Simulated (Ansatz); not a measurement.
K₃Sn₃I₉. The state is a singlet with charge 0. Geometry r2SCAN-D4/def2-SVP.

```xyz
15

K     2.2183   -0.5786   -3.6931
K    -3.5343   -1.1724    0.0124
K    -0.1237    2.6984   -1.3732
Sn    0.3882   -2.4190   -0.2347
Sn   -2.2755    2.6044    2.8531
Sn    1.9817    0.3651    2.8448
I     2.4680   -2.3946    2.9699
I    -3.4893    2.4300    0.2230
I    -1.0592   -0.6596   -2.2752
I    -1.9116   -4.2024    0.1003
I     1.9126    2.6751   -3.9824
I     2.5050    0.7054    0.0466
I    -1.1320   -0.1557    2.6731
I     0.1194    3.8985    2.0677
I     1.9325   -3.7946   -2.2322
```

In the def2 sets I, Sn take a core potential, while STO-3G treats all electrons; there is no spin–orbit coupling. Single mean-field runs in def2-TZVP are fitted with def2-universal-jkfit. Another isomer (singlet) lies 0.40 eV lower at PBE0-D4/def2-TZVP; other spin states weren't run for this one.

Q: Estimate the orbital energies around the gap (eV) in Ansatz with HF/STO-3G, PBE-D4/def2-SVP, r2SCAN-D4/def2-TZVP, PBE0-D4/def2-SVP, PBE0-D4/def2-TZVP.

A: 
```json
{"orbital": "HOMO−5", "HF/STO-3G": "-5.85", "PBE-D4/def2-SVP": "-6.06", "r2SCAN-D4/def2-TZVP": "-6.42", "PBE0-D4/def2-SVP": "-7.17", "PBE0-D4/def2-TZVP": "-7.16"}
{"orbital": "HOMO−4", "HF/STO-3G": "-5.62", "PBE-D4/def2-SVP": "-5.94", "r2SCAN-D4/def2-TZVP": "-6.33", "PBE0-D4/def2-SVP": "-7.07", "PBE0-D4/def2-TZVP": "-7.10"}
{"orbital": "HOMO−3", "HF/STO-3G": "-5.53", "PBE-D4/def2-SVP": "-5.54", "r2SCAN-D4/def2-TZVP": "-5.79", "PBE0-D4/def2-SVP": "-6.43", "PBE0-D4/def2-TZVP": "-6.41"}
{"orbital": "HOMO−2", "HF/STO-3G": "-5.33", "PBE-D4/def2-SVP": "-5.19", "r2SCAN-D4/def2-TZVP": "-5.50", "PBE0-D4/def2-SVP": "-6.24", "PBE0-D4/def2-TZVP": "-6.31"}
{"orbital": "HOMO−1", "HF/STO-3G": "-5.13", "PBE-D4/def2-SVP": "-5.03", "r2SCAN-D4/def2-TZVP": "-5.37", "PBE0-D4/def2-SVP": "-6.09", "PBE0-D4/def2-TZVP": "-6.17"}
{"orbital": "HOMO", "HF/STO-3G": "-4.71", "PBE-D4/def2-SVP": "-4.82", "r2SCAN-D4/def2-TZVP": "-5.20", "PBE0-D4/def2-SVP": "-5.88", "PBE0-D4/def2-TZVP": "-5.98"}
{"orbital": "LUMO", "HF/STO-3G": "4.06", "PBE-D4/def2-SVP": "-3.29", "r2SCAN-D4/def2-TZVP": "-3.20", "PBE0-D4/def2-SVP": "-2.77", "PBE0-D4/def2-TZVP": "-2.71"}
{"orbital": "LUMO+1", "HF/STO-3G": "4.50", "PBE-D4/def2-SVP": "-3.08", "r2SCAN-D4/def2-TZVP": "-2.97", "PBE0-D4/def2-SVP": "-2.55", "PBE0-D4/def2-TZVP": "-2.48"}
{"orbital": "LUMO+2", "HF/STO-3G": "4.74", "PBE-D4/def2-SVP": "-2.81", "r2SCAN-D4/def2-TZVP": "-2.69", "PBE0-D4/def2-SVP": "-2.25", "PBE0-D4/def2-TZVP": "-2.22"}
{"orbital": "LUMO+3", "HF/STO-3G": "5.05", "PBE-D4/def2-SVP": "-2.48", "r2SCAN-D4/def2-TZVP": "-2.35", "PBE0-D4/def2-SVP": "-1.90", "PBE0-D4/def2-TZVP": "-1.87"}
{"orbital": "LUMO+4", "HF/STO-3G": "5.27", "PBE-D4/def2-SVP": "-2.41", "r2SCAN-D4/def2-TZVP": "-2.29", "PBE0-D4/def2-SVP": "-1.84", "PBE0-D4/def2-TZVP": "-1.81"}
{"orbital": "LUMO+5", "HF/STO-3G": "5.41", "PBE-D4/def2-SVP": "-2.23", "r2SCAN-D4/def2-TZVP": "-2.17", "PBE0-D4/def2-SVP": "-1.67", "PBE0-D4/def2-TZVP": "-1.66"}
```
